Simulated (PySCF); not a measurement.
B(I)3 anion (BI3), SMILES IB(I)I (connectivity only; charge and spin as stated), charge -1, multiplicity 2. The structure is a stationary point at PBE0-D3(BJ)/def2-SVPD. The multiplicity is an assumed one; no other spin state was optimised. The isomer is the one that the SMILES or the coordinates give; other isomers of the formula were not compared. The def2 effective core potentials stand for the cores of I; spin–orbit coupling is left out.

Level of theory: PBE0-D3(BJ)/def2-SVPD (PySCF).

Harmonic wavenumbers (cm⁻¹): 90, 90, 141, 318, 551, 551. Rotational constants (GHz): 0.5694, 0.5694, 0.2858; symmetry number 3.

Q: Work out the zero-point energy and the ideal-gas rigid-rotor harmonic-oscillator thermochemistry at 298.15 K and 1 atm.

A: ZPE = ½ Σ hcν = ½ × 1741 cm⁻¹ = 10.42 kJ/mol. H − E(el) = 28.06 kJ/mol. Entropy in J/(mol K): translation 183.20, rotation 126.92, vibration 52.35, spin 5.76, total 368.24. G − E(el) = -81.73 kJ/mol. Cp = 74.00 J/(mol K). Modes under 150 cm⁻¹ make the vibrational entropy uncertain.
